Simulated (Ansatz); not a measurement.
Born–Oppenheimer molecular dynamics of C₂H₇NOSi (12 atoms, charge 0, multiplicity 1). It starts at the highest image of a converged band. Of that band: The profile has 2 maxima (images 3, 6) with wells between them (image 5): this band takes more than one step, which may be the mechanism or a detour left from its start path. Neighbouring images differ by up to 1.3 eV, so the band resolves the path poorly. A vibrational analysis at the climbing image gives one clearly imaginary mode, 283i cm⁻¹, and a faint second one (37i cm⁻¹) that may be numerical noise or a soft torsion: probably a first-order saddle point.

The calculation used UKS LDA/STO-3G in Ansatz.

```
ensemble                      : NVE (velocity Verlet)
time step                     : 0.5 fs
steps asked                   : 200
starting velocities drawn for : 300 K
seed                          : 6682
```

First frame:

```xyz
12
Properties=species:S:1:pos:R:3
C -1.452 -0.255 0.873
N -0.467 0.455 0.044
Si 1.285 0.392 0.324
C 0.891 -1.114 -0.786
O 0.990 -0.864 -2.126
H -1.145 -0.200 1.935
H -1.554 -1.330 0.609
H -2.448 0.221 0.779
H 1.465 0.183 1.751
H 1.806 1.702 -0.093
H -0.848 0.772 -0.873
H 1.554 -0.017 -2.405
```

Problem. How far do the bonds stretch over the last three quarters of this one trajectory? (Pairs bonded in most of those frames.)

Solution. 
```tsv
bond	mean (Å)	spread (Å)	shortest	longest
C1–N2	1.499	0.010	1.48	1.52
C1–H6	1.108	0.030	1.06	1.16
C1–H7	1.110	0.026	1.06	1.17
C1–H8	1.110	0.031	1.05	1.17
N2–Si3	1.860	0.044	1.77	1.93
N2–C4	1.697	0.154	1.51	2.05
N2–H11	1.067	0.014	1.03	1.09
Si3–C4	1.994	0.070	1.91	2.12
Si3–H9	1.461	0.026	1.42	1.51
Si3–H10	1.476	0.035	1.42	1.53
C4–O5	1.397	0.027	1.35	1.44
O5–H12	1.047	0.007	1.03	1.06
```

Mean temperature of the second half: 327 K. The conserved energy stayed within 0.26 meV per atom of its start (net change 0.19 meV per atom), so the integration is sound. A run of 0.1 ps of so small a system gives no equilibrium averages. The orbitals stay closed-shell, which can raise the energy where a bond breaks towards radicals; this wasn't checked here. Limits of this set-up: minimal basis.

Run time: 5.9 min on 1 thread of Arm Neoverse V2, on a shared host, peak memory 0.1 GiB.
